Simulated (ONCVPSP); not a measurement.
## PW91 ONCV dataset for Sn, scalar-relativistic all-electron reference.

```json
{"Element": "Sn (Z = 50)", "Generator": "ONCVPSP 4.0.1", "Type": "optimised norm-conserving Vanderbilt (ONCV)", "Functional": "PW91", "Relativity": "scalar-relativistic", "Frozen core": "[Kr] 4d10", "Valence charge": "4", "Reference configuration": "5s2 5p2", "Partial waves": "5s: rc 1.65 bohr, ncon 4, nbas 8, qcut 4.2 1/bohr, 1 projector; 5p: rc 2.70 bohr, ncon 4, nbas 7, qcut 4.5 1/bohr, 2 projectors, debl 0.5 Ha; d scattering state at 0.33 Ha: rc 2.60 bohr, ncon 4, nbas 8, qcut 3.3 1/bohr, 3 projectors, debl 2 Ha", "Local potential": "polynomial inside 1.55 bohr (lpopt 5, dvloc0 -1 Ha)", "Core correction": "none"}
```

All-electron outer shells of the reference configuration (PW91, scalar-relativistic, ld1.x):

| shell | level (eV) | outermost node (bohr) | outermost maximum (bohr) |
| --- | --- | --- | --- |
| 4p | -89.73 | 0.41 | 0.79 |
| 4d | -25.88 | 0.39 | 0.88 |
| 5s | -10.62 | 0.98 | 2.01 |
| 5p | -3.74 | 1.09 | 2.55 |

What the tests gave:

* Cutoffs needed: 33 Ha and 63 Ha (the cutoffs (Ha) at which the residual kinetic energy of the hardest occupied pseudo-wave falls to 1 and 0.1 mHa per electron)
* Ghost test: ghosts flagged at negative energy: s at -73.1 eV, d at -632.6 eV; GHOST(+) flagged for p at 52.2 eV, d at 152.1 eV, d at 408.5 eV; a true bound ghost makes a file unfit for plane-wave use
* Configuration tests: 1 of 4 tests not solved or not reliable

Generation and tests took about 3.1 s on one core of a shared server CPU.
